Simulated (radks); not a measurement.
Task: Isoelectronic series with 20 electrons, all held in the configuration [Ar] 4s2, which need not be the ground one along the series. All-electron calculation, scalar-relativistic Kohn-Sham, PBE, spin-unpolarised, spherical densities, finite nucleus; Fermi nuclear charge, rms radius of each element as measured or else 0.836 A^(1/3) + 0.57 fm. Program: a radial shooting solver on a logarithmic mesh with Libxc functionals. Total energies (hartree) and orbital eigenvalues (hartree):

ion,E (hartree),4s,3p,3s
Ca,-680.32405,-0.13841,-1.02928,-1.73059
V3+,-946.15163,-1.21193,-3.39458,-4.39079
Fe6+,-1258.71105,-2.93940,-6.86794,-8.17676
Cu9+,-1618.28693,-5.27230,-11.39011,-13.03170
Ge12+,-2025.31178,-8.19972,-16.94747,-18.94707
Br15+,-2480.31479,-11.72007,-23.53736,-25.92677
Sr18+,-2983.90836,-15.83571,-31.16172,-33.98057
Nb21+,-3536.78654,-20.55141,-39.82510,-43.12210
Ru24+,-4139.72759,-25.87360,-49.53380,-53.36814
Ag27+,-4793.60494,-31.81021,-60.29547,-64.73842
Sn30+,-5499.37857,-38.37047,-72.11898,-77.25548
Ba36+,-7071.0007,-53.40579,-98.99233,-105.8355
Pr39+,-7939.3342,-61.90634,-114.0651,-121.9595
Sm42+,-8864.5187,-71.08154,-130.2457,-139.3525
Tb45+,-9848.2173,-80.94861,-147.5480,-158.0559
Er48+,-10892.0550,-91.52566,-165.9872,-178.1130

Estimate the row of I33+.

Result: E (hartree) -6258.11737; 4s -45.56500; 3p -85.01428; 3s -90.94491.
